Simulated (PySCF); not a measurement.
**Cost of excited-state runs on SMILES Clc1c(C(F)(F)F)cc(Br)cc1, C7H3BrClF3**

Geometry:
```tsv
atom	x (Å)	y (Å)	z (Å)
F1	-2.897	-0.175	-0.671
C2	-2.117	-0.420	0.392
F3	-2.318	-1.705	0.716
F4	-2.608	0.303	1.409
C5	-0.664	-0.120	0.121
C6	0.274	-1.138	0.219
C7	1.607	-0.860	-0.033
Br8	2.882	-2.252	0.102
C9	2.017	0.418	-0.382
C10	1.081	1.429	-0.478
C11	-0.262	1.171	-0.229
Cl12	-1.407	2.445	-0.356
H13	-0.037	-2.135	0.490
H14	3.059	0.619	-0.576
H15	1.386	2.428	-0.747
```

PySCF with density fitting, on 1 thread of an Intel Xeon, shared host. Command: `OMP_NUM_THREADS=1 python excited_run.py task.json out`

How long does this run take, and how much memory?
- magnetisability and related constants, KT3/pcSseg-1; writes grids


```csv
run,level,basis functions,wall time,peak memory (GiB)
magnetisability and related constants,KT3/pcSseg-1,250,2.7 min,1.2
```
Times from a shared host are rough.
